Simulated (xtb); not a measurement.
BiHF2, SMILES [F][BiH][F]. All values are semi-empirical tight-binding results from xtb (GFN2-xTB unless named), good for trends rather than for accurate numbers. The structure is a stationary point at GFN2-xTB.

For metal compounds this method's bond lengths and energies can be far off.

| Quantity | Value |
|---|---|
| point group as xtb finds it | Cs |
| orbital gap | 6.22 eV |
| zero-point energy | 5.7 kcal/mol |
| G − E(el) at 298.15 K (modified RRHO) | -12.8 kcal/mol |
